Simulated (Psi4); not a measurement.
C2H6ClGaS2 (SMILES C[S][Ga]([Cl])[S]C), singlet, at a GFN2-xTB geometry (such geometries of metal compounds can be far from the true shape); CAM-B3LYP/6-31G** (Psi4).

Psi4 was given this input:
```
memory 2 GB

molecule mol {
0 1
Ga   -0.010057    0.188036    0.233560
Cl    0.996888    0.670513    2.019408
S     0.770255   -1.517831   -1.044797
C     2.207851   -2.016262   -0.027373
H     2.916526   -1.195262    0.047676
H     2.661177   -2.851608   -0.551729
H     1.878153   -2.331212    0.959579
S    -1.835198    1.343607   -0.398578
C    -2.227812    0.499821   -1.984699
H    -2.133092    1.228510   -2.783513
H    -3.251032    0.143578   -1.922283
H    -1.548195   -0.335613   -2.153592
}

set {
  basis 6-31g**
  reference rks
}

energy('cam-b3lyp')
print_variables()
```

What the program printed (banner, timings and long lists left out):

```
   => Loading Basis Set <=

    Name: 6-31G**
    Role: ORBITAL
    Keyword: BASIS

         ---------------------------------------------------------
                                   SCF
               by Justin Turney, Rob Parrish, Andy Simmonett
                          and Daniel G. A. Smith
                              RKS Reference
         ---------------------------------------------------------

  ==> Geometry <==

    Molecular point group: c1
    Full point group: C1

    Geometry (in Angstrom), charge = 0, multiplicity = 1:

       Center              X                  Y                   Z               Mass
    ------------   -----------------  -----------------  -----------------  -----------------
         GA          -0.012111285850     0.151365504207     0.183186869061    68.925573500000
         CL           0.994833714150     0.633842504207     1.969034869061    34.968852682000
         S            0.768200714150    -1.554501495793    -1.095170130939    31.972071174400
         C            2.205796714150    -2.052932495793    -0.077746130939    12.000000000000
         H            2.914471714150    -1.231932495793    -0.002697130939     1.007825032230
         H            2.659122714150    -2.888278495793    -0.602102130939     1.007825032230
         H            1.876098714150    -2.367882495793     0.909205869061     1.007825032230
         S           -1.837252285850     1.306936504207    -0.448951130939    31.972071174400
         C           -2.229866285850     0.463150504207    -2.035072130939    12.000000000000
         H           -2.135146285850     1.191839504207    -2.833886130939     1.007825032230
         H           -3.253086285850     0.106907504207    -1.972656130939     1.007825032230
         H           -1.550249285850    -0.372283495793    -2.203965130939     1.007825032230

  Running in c1 symmetry.

  Rotational constants: A =      0.05475  B =      0.03512  C =      0.02157 [cm^-1]
  Rotational constants: A =   1641.21603  B =   1052.77553  C =    646.64289 [MHz]
  Nuclear repulsion =  742.020902045088860

  Charge       = 0
  Multiplicity = 1
  Electrons    = 98
  Nalpha       = 49
  Nbeta        = 49

  ==> Algorithm <==

  SCF Algorithm Type is DF.
  DIIS enabled.
  MOM disabled.
  Fractional occupation disabled.
  Guess Type is SAD.
  Energy threshold   = 1.00e-06
  Density threshold  = 1.00e-06
  Integral threshold = 1.00e-12

  ==> Primary Basis <==

  Basis Set: 6-31G**
    Blend: 6-31G**
[...]
   @DF-RKS iter   6: -3261.07310332180714   -1.12972e-03   1.09766e-04 ADIIS/DIIS
   @DF-RKS iter   7: -3261.07323277678552   -1.29455e-04   2.60116e-05 DIIS
   @DF-RKS iter   8: -3261.07324134357486   -8.56679e-06   5.62963e-06 DIIS
   @DF-RKS iter   9: -3261.07324190443569   -5.60861e-07   2.16733e-06 DIIS
   @DF-RKS iter  10: -3261.07324196334093   -5.89052e-08   6.42580e-07 DIIS
  Energy and wave function converged.

  ==> Post-Iterations <==

   Electrons on quadrature grid:
      Ntotal   =   97.9999661209 ; deviation = -3.388e-05

    Orbital Energies [Eh]
    ---------------------

    Doubly Occupied:

[...]
      49A     -0.303215

    Virtual:

[...]
     152A     73.989461

    Final Occupation by Irrep:
              A
    DOCC [    49 ]
    NA   [    49 ]
    NB   [    49 ]

  @DF-RKS Final Energy: -3261.07324196334093

   => Energetics <=

    Nuclear Repulsion Energy =            742.0209020450888602
    One-Electron Energy =               -6004.2943759196114115
    Two-Electron Energy =                2130.1103805187617581
    DFT Exchange-Correlation Energy =    -128.9101486075805951
    Empirical Dispersion Energy =           0.0000000000000000
    VV10 Nonlocal Energy =                  0.0000000000000000
    Total Energy =                      -3261.0732419633409336

Computation Completed

Properties will be evaluated at   0.000000,   0.000000,   0.000000 [a0]

Properties computed using the SCF density matrix

 Multipole Moments:

 ------------------------------------------------------------------------------------
     Multipole            Electronic (a.u.)      Nuclear  (a.u.)        Total (a.u.)
 ------------------------------------------------------------------------------------

 L = 1.  Multiply by 2.5417464519 to convert [e a0] to [Debye]
 Dipole X            :          0.5567867           -0.3804170            0.1763697
 Dipole Y            :          6.2532001           -6.7911250           -0.5379249
 Dipole Z            :          8.8214998           -9.3287555           -0.5072557
 Magnitude           :                                                    0.7601170

 ------------------------------------------------------------------------------------

  Variable Map:
  ----------------------------------------------------------------------------
[...]
  Array Variable Map:
  ----------------------------------------------------------------------------
[...]
[...]
```
